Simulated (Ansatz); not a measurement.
Species: C4H7O, net charge 0, doublet state. It need not be the lowest isomer of its formula. SMILES: C[C](C)C=O
Structure (B3LYP-D3(BJ)/def2-TZVP (Ansatz, a quantum-chemistry and plane-wave program) minimum search):
```xyz
12

C     -0.9850    -1.1131    -0.3945
C      0.2101    -0.3069    -0.0407
C      1.5451    -0.9569    -0.0011
C      0.0768     1.0837     0.2594
O     -0.9903     1.6993     0.2498
H     -1.1083    -1.9482     0.3039
H     -1.8839    -0.5006    -0.3811
H     -0.8691    -1.5601    -1.3881
H      1.7950    -1.3967    -0.9733
H      2.3336    -0.2546     0.2714
H      1.5560    -1.7845     0.7173
H      1.0168     1.6093     0.5128
```
Charge 0, spin multiplicity 2.

Parts of the frozen-core correlation energy in 6-31G* (Ansatz, hartree). Frozen orbitals: 5; correlated occupied orbitals by spin: 15 and 14; virtual: 69 and 70. Open shells are spin-unrestricted. No spin-orbit coupling. No relativistic terms.

```tsv
term	value
reference (HF)	-230.38137
MP2 opposite-spin	[?]
MP2 same-spin	[?]
CCSD correlation	-0.71291
(T)	[?]
T1 diagnostic	0.025
largest doubles amplitude	0.066
<S^2> of the reference	0.903
```

Problem. Some entries are withheld; supply them.

Solution. 
- MP2 opposite-spin, value: -0.48785
- MP2 same-spin, value: -0.16573
- (T), value: -0.02233
